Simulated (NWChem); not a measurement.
Everything below was run with NWChem. System: boron oxyfluoride (BFO), charge 0, spin multiplicity 1, at a geometry optimised with B3LYP/def2-SVP. Level: CCSD(T)/def2-TZVP, 3 core orbitals frozen.

NWChem printed:

```
             Northwest Computational Chemistry Package (NWChem) 7.3.0
             --------------------------------------------------------

                                NWChem Input Module
                                -------------------

 Scaling coordinates for geometry "geometry" by  1.889725989
 (inverse scale =  0.529177249)

 Turning off AUTOSYM since
 SYMMETRY directive was detected!

                             Geometry "geometry" -> ""
                             -------------------------

 Output coordinates in angstroms (scale by  1.889725989 to convert to a.u.)

  No.       Tag          Charge          X              Y              Z
 ---- ---------------- ---------- -------------- -------------- --------------
    1 F                    9.0000     0.00000000     0.00000000    -1.19844800
    2 B                    5.0000     0.00000000     0.00000000     0.08713900
    3 O                    8.0000     0.00000000     0.00000000     1.29379200

 Effective nuclear repulsion energy (a.u.)      51.3527814072

            Nuclear Dipole moment (a.u.)
            ----------------------------
        X                 Y               Z
 ---------------- ---------------- ----------------
     0.0000000000     0.0000000000    -0.0000018897

      Symmetry information
      --------------------

 Group name             C2v
 Group number             16
 Group order               4
 No. of unique centers     3

      Symmetry unique atoms

     1    2    3


 Summary of "ao basis" -> "" (spherical)
 ------------------------------------------------------------------------------
       Tag                 Description            Shells   Functions and Types
 ---------------- ------------------------------  ------  ---------------------
 *                         def2-tzvp                  on all atoms

 Summary of "ao basis" -> "ao basis" (spherical)
 ------------------------------------------------------------------------------
       Tag                 Description            Shells   Functions and Types
 ---------------- ------------------------------  ------  ---------------------
 F                         def2-tzvp                11       31   5s3p2d1f
 B                         def2-tzvp                11       31   5s3p2d1f
 O                         def2-tzvp                11       31   5s3p2d1f

                                 NWChem SCF Module
                                 -----------------

  ao basis        = "ao basis"
  functions       =    93
  atoms           =     3
  closed shells   =    11
  open shells     =     0
  charge          =   0.00
  wavefunction    = RHF
  use symmetry    = T
  symmetry adapt  = T

 Summary of "ao basis" -> "ao basis" (spherical)
 ------------------------------------------------------------------------------
       Tag                 Description            Shells   Functions and Types
 ---------------- ------------------------------  ------  ---------------------
 F                         def2-tzvp                11       31   5s3p2d1f
 B                         def2-tzvp                11       31   5s3p2d1f
 O                         def2-tzvp                11       31   5s3p2d1f

      Symmetry analysis of basis
      --------------------------

        a1         42
        a2          9
        b1         21
        b2         21

 Forming initial guess at       0.1s

      Superposition of Atomic Density Guess
      -------------------------------------

 Sum of atomic energies:        -198.73709846

      Non-variational initial energy
      ------------------------------

 Total energy =    -199.375211
 1-e energy   =    -375.867534
 2-e energy   =     125.139542
 HOMO         =      -0.537103
 LUMO         =      -0.008202

      Symmetry analysis of molecular orbitals - initial
      -------------------------------------------------

 !! scf_movecs_sym_adapt:   60 vectors were symmetry contaminated

  Symmetry fudging

 !! scf_movecs_sym_adapt:   58 vectors were symmetry contaminated

  Numbering of irreducible representations:

     1 a1          2 a2          3 b1          4 b2

  Orbital symmetries:

     1 a1          2 a1          3 a1          4 a1          5 a1
[...]
   Bfn.  Coefficient  Atom+Function         Bfn.  Coefficient  Atom+Function
  ----- ------------  ---------------      ----- ------------  ---------------
    69      0.406315  3 O  py                72      0.364104  3 O  py
    75      0.208473  3 O  py                38      0.178843  2 B  py

 Vector   12  Occ=0.000000D+00  E= 7.267462D-02  Symmetry=a1
              MO Center=  1.3D-14,  4.5D-16, -3.1D-01, r^2= 5.4D+00
   Bfn.  Coefficient  Atom+Function         Bfn.  Coefficient  Atom+Function
  ----- ------------  ---------------      ----- ------------  ---------------
    35      2.877091  2 B  s                 36     -1.932878  2 B  s
    67     -0.897537  3 O  s                  5     -0.756330  1 F  s
    53      0.622273  2 B  d  0              14     -0.416062  1 F  pz
    34     -0.364447  2 B  s                 76      0.339334  3 O  pz
    45      0.315050  2 B  pz                 4      0.170271  1 F  s

 Vector   13  Occ=0.000000D+00  E= 1.412940D-01  Symmetry=b2
              MO Center=  4.2D-31, -1.5D-16,  5.2D-03, r^2= 6.0D+00
   Bfn.  Coefficient  Atom+Function         Bfn.  Coefficient  Atom+Function
  ----- ------------  ---------------      ----- ------------  ---------------
    44      1.221978  2 B  py                75     -0.381048  3 O  py
    13     -0.183288  1 F  py                69     -0.160265  3 O  py

 Vector   14  Occ=0.000000D+00  E= 1.412940D-01  Symmetry=b1
              MO Center= -1.2D-14,  1.7D-30,  5.2D-03, r^2= 6.0D+00
   Bfn.  Coefficient  Atom+Function         Bfn.  Coefficient  Atom+Function
  ----- ------------  ---------------      ----- ------------  ---------------
    43      1.221978  2 B  px                74     -0.381048  3 O  px
    12     -0.183288  1 F  px                68     -0.160265  3 O  px

 center of mass
 --------------
 x =   0.00000000 y =   0.00000000 z =  -0.04580959

 moments of inertia (a.u.)
 ------------------
         193.256654885299           0.000000000000           0.000000000000
           0.000000000000         193.256654885299           0.000000000000
           0.000000000000           0.000000000000           0.000000000000

  Mulliken analysis of the total density
  --------------------------------------

    Atom       Charge   Shell Charges
 -----------   ------   -------------------------------------------------------
    1 F    9     9.29   0.77  1.20  0.60  0.98  0.39  2.25  2.26  0.83  0.00  0.01  0.00
    2 B    5     4.38   0.92  1.07  0.50  0.08  0.01  0.92  0.51  0.06  0.13  0.14  0.05
    3 O    8     8.33   0.79  1.18  0.59  0.89  0.30  1.82  1.90  0.82  0.00  0.02  0.00

       Multipole analysis of the density wrt the origin
       ------------------------------------------------

     L   x y z        total         open         nuclear
     -   - - -        -----         ----         -------
     0   0 0 0     -0.000000      0.000000     22.000000

     1   1 0 0      0.000000      0.000000      0.000000
     1   0 1 0     -0.000000      0.000000      0.000000
     1   0 0 1     -0.949743      0.000000     -0.000002

     2   2 0 0    -10.481813      0.000000      0.000000
     2   1 1 0     -0.000000      0.000000      0.000000
     2   1 0 1      0.000000      0.000000      0.000000
     2   0 2 0    -10.481813      0.000000      0.000000
     2   0 1 1     -0.000000      0.000000      0.000000
     2   0 0 2    -15.455815      0.000000     94.117708

                   NWChem Extensible Many-Electron Theory Module
                   ---------------------------------------------


            General Information
            -------------------
      Number of processors :     1
         Wavefunction type : Restricted Hartree-Fock
          No. of electrons :    22
           Alpha electrons :    11
            Beta electrons :    11
           No. of orbitals :   186
            Alpha orbitals :    93
             Beta orbitals :    93
        Alpha frozen cores :     3
         Beta frozen cores :     3
     Alpha frozen virtuals :     0
      Beta frozen virtuals :     0
         Spin multiplicity : singlet
    Number of AO functions :    93
       Number of AO shells :    33
        Use of symmetry is : on
      Symmetry adaption is : on
         Schwarz screening : 0.10D-09

          Correlation Information
          -----------------------
          Calculation type : Coupled-cluster singles & doubles w/ perturbation
   Perturbative correction : (T)
            Max iterations :      100
        Residual threshold : 0.10D-05
     T(0) DIIS level shift : 0.00D+00
     L(0) DIIS level shift : 0.00D+00
     T(1) DIIS level shift : 0.00D+00
     L(1) DIIS level shift : 0.00D+00
     T(R) DIIS level shift : 0.00D+00
     T(I) DIIS level shift : 0.00D+00
   CC-T/L Amplitude update :  5-th order DIIS
                I/O scheme : Global Array Library
        L-threshold :  0.10D-05
        EOM-threshold :  0.10D-05
 no EOMCCSD initial starts read in
 TCE RESTART OPTIONS
 SLICE:      F
 D4D5:       F
 quantumc:   F
 qrotation:  F
 pwtce:      F
 qducc:      F
 nacto:                         0
 nrotv:                         0
 nrot:                          0

            Memory Information
            ------------------
          Available GA space size is     249028151 doubles
          Available MA space size is     104853996 doubles

 Maximum block size supplied by input
 Maximum block size        24 doubles

 tile_dim =     19

 -------------------------------------------------

 Global array virtual files algorithm will be used

 Parallel file system coherency ......... OK

 4-electron integrals stored in orbital form

 v2    file size   =          3886815
 4-index algorithm nr.  13 is used
 imaxsize =       30
 imaxsize ichop =        0


CCSD iterations
 ---------------------------------------------------------
 Iter          Residuum       Correlation     Cpu    Wall
 ---------------------------------------------------------
    1   0.1981124570502  -0.5665483297271     0.3     0.3
    2   0.0441579297052  -0.5537702297826     0.2     0.2
    3   0.0140776572069  -0.5637681134249     0.2     0.2
    4   0.0068131484922  -0.5632870577840     0.3     0.3
    5   0.0025770769307  -0.5642223599951     0.3     0.3
    6   0.0009766203851  -0.5643377448893     0.3     0.3
    7   0.0004335452112  -0.5643414250088     0.2     0.2
    8   0.0001722954745  -0.5643536120306     0.2     0.2
    9   0.0001047888412  -0.5643538787731     0.2     0.2
   10   0.0000435665014  -0.5643593032472     0.3     0.3
   11   0.0000079812345  -0.5643617908743     0.3     0.3
   12   0.0000033683480  -0.5643614765401     0.3     0.3
   13   0.0000014919831  -0.5643616986919     0.3     0.3
   14   0.0000009175100  -0.5643616754093     0.3     0.3
 -----------------------------------------------------------------
 Iterations converged
 CCSD correlation energy / hartree =        -0.564361675409302
 CCSD total energy / hartree       =      -199.729827763005773

 Singles contributions

 Doubles contributions
 CCSD(T)
 Using plain CCSD(T) code
             total no. of tasks          428
 total no. of tasks / no. procs          428
                         wl_min        11664           4.8
                         wl_max       415872           8.6
        thresh for no. of tasks          428

 CCSD[T]  correction energy / hartree =        -0.022484858762348
 CCSD[T] correlation energy / hartree =        -0.586846534171650
 CCSD[T] total energy / hartree       =      -199.752312621768112
 CCSD(T)  correction energy / hartree =        -0.020822853621101
 CCSD(T) correlation energy / hartree =        -0.585184529030403
 CCSD(T) total energy / hartree       =      -199.750650616626871

 Task  times  cpu:       18.0s     wall:       18.0s

 Total times  cpu:       18.1s     wall:       18.1s
```

**Question.** Write an NWChem input that would produce this output.

**Answer.** One answer among several that fit: 
```
start mol
memory heap 100 mb stack 700 mb global 1900 mb
geometry units angstroms nocenter noautoz
  F      0.000000     0.000000    -1.198448
  B      0.000000     0.000000     0.087139
  O      0.000000     0.000000     1.293792
  symmetry group C2v
end
basis spherical
  * library def2-tzvp
end
scf
  rhf
  nopen 0
  maxiter 100
  thresh 1e-7
  semidirect memsize 60000000 filesize 0
end
tce
  freeze core 3
  ccsd(t)
  2eorb
  2emet 13
  thresh 1e-6
  maxiter 100
  tilesize 24
end
task tce energy
```
